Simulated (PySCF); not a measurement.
C6H10, SMILES CC1=CCCC1. Atoms are numbered in the order given.

```xyz
16

C      2.2289     0.2947    -0.0411
C      0.7437     0.1555    -0.0446
C     -0.1693     1.0901    -0.3668
C     -1.5761     0.5541    -0.3200
C     -1.4117    -0.7706     0.4567
C      0.0674    -1.1615     0.2714
H      2.5469     1.3084    -0.3264
H      2.6477     0.0683     0.9555
H      2.6947    -0.4220    -0.7411
H      0.0759     2.1097    -0.6824
H     -1.9596     0.3837    -1.3465
H     -2.2936     1.2423     0.1602
H     -2.1148    -1.5547     0.1348
H     -1.6011    -0.5832     1.5270
H      0.4964    -1.6614     1.1583
H      0.2102    -1.8657    -0.5735
```

Geometry optimised at r2SCAN-D4/def2-SVP. The values are those of a single conformer.

All values below come from TDDFT-PBE/def2-SVPD (PySCF).

Vertical excitations. Isolated molecule, no solvent.

Computed excitation energies, oscillator strengths and character:
```json
[
 {"state": "S1", "energy (eV)": "5.55", "λ (nm)": "223", "f": "0.003", "main pairs": "HOMO→LUMO+1 100 %"},
 {"state": "S2", "energy (eV)": "6.06", "λ (nm)": "205", "f": "0.005", "main pairs": "HOMO→LUMO+2 99 %"},
 {"state": "S3", "energy (eV)": "6.32", "λ (nm)": "196", "f": "0.223", "main pairs": "HOMO→LUMO 84 %"},
 {"state": "S4", "energy (eV)": "6.49", "λ (nm)": "191", "f": "0.006", "main pairs": "HOMO→LUMO+3 99 %"},
 {"state": "S5", "energy (eV)": "6.82", "λ (nm)": "182", "f": "0.061", "main pairs": "HOMO→LUMO+4 94 %"},
 {"state": "S6", "energy (eV)": "7.08", "λ (nm)": "175", "f": "0.003", "main pairs": "HOMO→LUMO+5 100 %"},
 {"state": "S7", "energy (eV)": "7.14", "λ (nm)": "174", "f": "0.010", "main pairs": "HOMO→LUMO+6 99 %"},
 {"state": "S8", "energy (eV)": "7.47", "λ (nm)": "166", "f": "0.026", "main pairs": "HOMO→LUMO+7 99 %"},
 {"state": "S9", "energy (eV)": "7.60", "λ (nm)": "163", "f": "0.002", "main pairs": "HOMO−1→LUMO 91 %"},
 {"state": "S10", "energy (eV)": "7.83", "λ (nm)": "158", "f": "0.036", "main pairs": "HOMO−2→LUMO 39 %, HOMO→LUMO+8 39 %, HOMO−3→LUMO 18 %"},
 {"state": "T1", "energy (eV)": "4.18", "λ (nm)": "297", "f": "0", "main pairs": "HOMO→LUMO 98 %"},
 {"state": "T2", "energy (eV)": "5.46", "λ (nm)": "227", "f": "0", "main pairs": "HOMO→LUMO+1 100 %"},
 {"state": "T3", "energy (eV)": "6.00", "λ (nm)": "207", "f": "0", "main pairs": "HOMO→LUMO+2 100 %"},
 {"state": "T4", "energy (eV)": "6.43", "λ (nm)": "193", "f": "0", "main pairs": "HOMO→LUMO+3 100 %"}
]
```
Triplets are in the Tamm–Dancoff approximation, which puts them higher than full response would, so one can lie above its singlet here.
